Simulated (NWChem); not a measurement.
# Correlation energy of HBCl

```
B
H 1 1.2070
Cl 1 1.7187 2 123.29
```
Charge 0, spin multiplicity 2.

The numbers come from NWChem runs, not from measurements. Structure: optimised with UPBE0/def2-SVP, a minimum by its harmonic frequencies.

Basis set: cc-pVDZ. Each correlation energy counts from its own Hartree-Fock reference.

The correlated methods keep 6 core orbitals frozen. The structure started from a generated list of species. The unpaired electrons of the parent sit in orbitals of symmetry a' (Cs labels of the run); other states weren't searched. No SCF solution was tested for a lower state. Open-shell Hartree-Fock references start from PBE0 orbitals. No row is a measurement; the coupled-cluster row has its own basis-set and correlation limits.

Question: For the correlation energy, URI-MP2 gives -197.3 mHa and UMP2 gives -197.3 mHa. What do CCSD on UHF, CCSD[T] on UHF, SCS-UMP2 give?

Answer: CCSD on UHF: -221.8 mHa; CCSD[T] on UHF: -227.7 mHa; SCS-UMP2: -194.0 mHa.
